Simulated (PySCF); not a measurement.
A GIAO shielding run with PySCF 2.14.0 with density-fitted response routines (density fitting, non-relativistic, gas phase) on SMILES c1(SC[SiH3])ccsn1, C4H7NS2Si:

```
$ OMP_NUM_THREADS=1 python probes_run.py task.json out

{"job": {"kind": "nmr", "xc": "PBE0", "basis": "pcSseg-1"}, "charge": 0, "multiplicity": 1}
Si    -3.248600     0.057129    -0.129788
C     -1.401465     0.520529    -0.086811
S     -0.381945    -0.979252     0.043358
C      1.207586    -0.266504     0.061293
C      2.395522    -1.039915     0.154169
C      3.475146    -0.216008     0.145151
S      2.959129     1.418474     0.024948
N      1.370145     1.030253    -0.012258
H     -3.585055    -0.648544     1.105168
H     -3.494721    -0.796468    -1.290584
H     -3.990726     1.313254    -0.234827
H     -1.151185     1.147156     0.767115
H     -1.083548     1.038520    -0.989463
H      2.408904    -2.110898     0.220619
H      4.516401    -0.459737     0.199997
```

Hardware: 1 thread of an Intel Xeon, shared host. The job also computes population analyses, field gradients, ring-centre shieldings.

Question: How large is the calculation?

Answer: 84 electrons, 192 basis functions and 1061 auxiliary functions.

Question: How long does it take, and how much memory does it need?

Answer: 2.1 min of wall time, with 14 SCF cycles and 5 response iterations; peak memory 0.84 GiB. Times on a shared host scatter by some tens of per cent.
